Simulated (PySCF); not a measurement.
First SCF of a structure search on singlet Li₂Cl₂, at a hand-made rhombic ring geometry. PySCF input:

```python
from pyscf import gto, scf, dft
mol = gto.M(atom='''
Li     1.677200     0.000000     0.000000
Li    -1.677200     0.000000     0.000000
Cl     0.000000     1.798500     0.000000
Cl     0.000000    -1.798500     0.000000''',
    basis={'Li': 'def2-TZVP', 'Cl': 'def2-TZVP'},
    charge=0, spin=0)
mf = dft.RKS(mol, xc='PBE0')
mf.grids.atom_grid = (50, 194)
aux = {'Li': 'def2-universal-JKFIT', 'Cl': 'def2-universal-JKFIT'}
mf = mf.density_fit(auxbasis=aux)
mf.conv_tol = 1e-08
mf.diis_space = 10
mf.max_cycle = 60
mf.init_guess = 'minao'
mf.verbose = 4
mf.kernel()
```

Excerpt of the output (cycles and frontier levels):

```
init E= -935.082950665967
  HOMO = -0.390150739879538  LUMO = -0.0895103965319706  gap/eV = 8.18084
cycle= 1 E= -935.272671018931  delta_E= -0.19  |g|= 0.405  |ddm|=  1.1
  HOMO = -0.189292605724979  LUMO = -0.0287108503738132  gap/eV = 4.36965
cycle= 2 E= -935.277823650408  delta_E= -0.00515  |g|= 0.462  |ddm|= 0.923
  HOMO = -0.260070946805769  LUMO = -0.034305346726599  gap/eV = 6.14339
cycle= 3 E= -935.328066626472  delta_E= -0.0502  |g|= 0.0289  |ddm|= 0.412
  HOMO = -0.266462412314387  LUMO = -0.0353850097414479  gap/eV = 6.28794
cycle= 4 E= -935.328247559788  delta_E= -0.000181  |g|= 0.0069  |ddm|= 0.0268
  HOMO = -0.266707623649705  LUMO = -0.035139811992003  gap/eV = 6.30128
cycle= 5 E= -935.32825929919  delta_E= -1.17e-05  |g|= 0.00188  |ddm|= 0.00567
  HOMO = -0.266842004906465  LUMO = -0.0351774135796469  gap/eV = 6.30391
cycle= 6 E= -935.328260250363  delta_E= -9.51e-07  |g|= 3.55e-05  |ddm|= 0.00126
  HOMO = -0.266843703475644  LUMO = -0.0351693452058156  gap/eV = 6.30418
cycle= 7 E= -935.32826025143  delta_E= -1.07e-09  |g|= 8.65e-06  |ddm|= 8.84e-05
  HOMO = -0.266840796539709  LUMO = -0.0351688101449467  gap/eV = 6.30412
Extra cycle  E= -935.328260251438  delta_E= -7.39e-12  |g|= 8.74e-06  |ddm|= 1.82e-05
converged SCF energy = -935.328260251438
```

No lower solution of this spin was found by a stability analysis within the restricted form, which does not test spin polarisation.

The search for the lowest solution, with the stability check, took 2.2 s on 2 threads of a shared Intel Xeon Platinum 8488C (Sapphire Rapids) host, with 102 basis functions. Launch command: `OMP_NUM_THREADS=2 python axn.py task.json out`.
